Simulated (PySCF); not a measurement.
`InChI=1S/C6H8N2Si/c7-3-5-1-2-9-6(5)4-8/h5-6H,1-2,9H2/t5-,6-/m0/s1`

Cartesian coordinates in Å; atom numbers follow the order of the lines, from 1:
```xyz
17

N    -0.143   -2.080    2.293
C    -0.512   -1.373    1.474
C    -0.954   -0.469    0.442
C    -0.411   -0.924   -0.920
C     1.106   -0.721   -0.919
Si    1.384    0.938   -0.024
C    -0.398    0.945    0.733
C    -1.220    1.923    0.095
N    -1.877    2.687   -0.449
H    -2.052   -0.468    0.443
H    -0.872   -0.306   -1.694
H    -0.678   -1.966   -1.113
H     1.499   -0.753   -1.934
H     1.581   -1.535   -0.369
H     2.372    0.891    1.050
H     1.565    2.073   -0.924
H    -0.398    1.149    1.807
```

The calculation used TDDFT B3LYP/def2-SVPD circular dichroism and optical rotation, one conformer, gas phase in PySCF. Geometry: GFN2-xTB.

Stereocentres: C3 S, C7 R.

(1) Give the optical rotatory dispersion at 633, 589.3, 546, 436, 405, 365, 355 nm.

(2) And for the mirror image at 589.3 nm?

(3) What is the molar rotation [Φ] = [α]·M/100 of the geometry above at 589.3 nm?

## Answers

(1) [α] in deg dm⁻¹ (g/mL)⁻¹:
| λ (nm) | origin-invariant length gauge | modified velocity gauge | length gauge (centre of mass) | isotropic polarisability (au) |
| --- | --- | --- | --- | --- |
| 633 | -94.0 | -82.3 | -94.7 | 99.4 |
| 589.3 | -109.8 | -96.2 | -110.7 | 99.8 |
| 546 | -130.1 | -113.9 | -131.0 | 100.2 |
| 436 | -217.9 | -191.0 | -219.5 | 102.1 |
| 405 | -260.0 | -227.9 | -262.0 | 102.9 |
| 365 | -336.5 | -295.0 | -339.1 | 104.4 |
| 355 | -361.2 | -316.6 | -364.0 | 104.8 |

(2) +109.8 deg dm⁻¹ (g/mL)⁻¹ (origin-invariant length gauge): the same size and the opposite sign.

(3) With M = 136.23 g/mol, -149.6 deg cm² dmol⁻¹ (origin-invariant length gauge).

The first excitation lies at 6.92 eV (179 nm) with R = -2.8 × 10⁻⁴⁰ esu² cm² (velocity form).
